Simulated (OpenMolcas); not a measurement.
## What dynamic correlation does to the levels of Au+

```json
{
  "Program": "OpenMolcas",
  "Basis": "ANO-RCC-VTZP [8s7p5d3f1g]",
  "Scalar Hamiltonian": "DKH2, point nucleus",
  "Active space": "10 electrons in 6 orbitals (5d 6s)",
  "State averaging": "2S+1 = 3 even, 15 roots (5 in the spin-orbit step); 2S+1 = 1 even, 6 roots",
  "Spin-orbit coupling": "RASSI with atomic mean-field integrals over the reference wave functions, term energies averaged over their components"
}
```

Methods on the same reference wave functions:
A. CASSCF
B. SS-CASPT2, IPEA 0.25 Eh, imaginary shift 0.1 Eh (closed shells correlated: 5s 5p)

Energies in cm-1 above 5d10 1S0, the measured ground level; measured values from NIST Handbook of Basic Atomic Spectroscopic Data.

```json
{"Level": "5d10 1S0", "A": "0.0", "B": "0.0", "Measured": "0.0"}
{"Level": "5d9 6s 3D3", "A": "11736", "B": "13230", "Measured": "15040"}
{"Level": "5d9 6s 3D2 [53 %]", "A": "13971", "B": "15240", "Measured": ""}
{"Level": "5d9 6s 3D1", "A": "24779", "B": "26270", "Measured": "27766"}
{"Level": "5d9 6s 1D2 [53 %]", "A": "26279", "B": "27520", "Measured": ""}
```

Deviations, from unrounded energies. A percentage is the sum of absolute deviations over the sum of measured energies, with the sign that they share, or ± where signs differ.

```
           Against measurement  Levels      A     B
mean absolute deviation (cm-1)       2   3100  1700
      other configurations (%)       2  -14.7  -7.7
```

B lies closest to measurement on these levels. The largest miss of B in the table is 5d9 6s 3D3, by -1800 cm-1. The ranking rests on the paired levels alone, and a cruder setting can come out closer through cancelling errors.

The lowest spin-free term lies below A's lowest term by 0.533 hartree in B.

CASPT2 breaks the degeneracy within a term, and the mean is taken; among the terms shown or strongly mixed into the levels shown the widest spread is 44 cm-1 (5d9 6s 1D, B). Some high roots are left out of the spin-orbit mixing, which shifts the levels that they would mix with. A single d shell beside an s shell can misplace configurations of different d count against each other. Without dynamic correlation excited terms often stand tens of per cent too high (terms of higher spin than the ground term too low), and those without a measured partner can miss by more than the paired ones (holds for A). Computed and measured levels are paired by configuration, term and J; levels that our copy of the source lacks, or whose pairing is in doubt (as where it misses far off the trend of its configuration), stay unpaired and out of the deviations. Where the source uses jj or jK labels, the order within each J decides. Only configurations of the active space appear.

A share in square brackets marks a mixed level and gives the weight of the term that names it, the lowest over the columns.
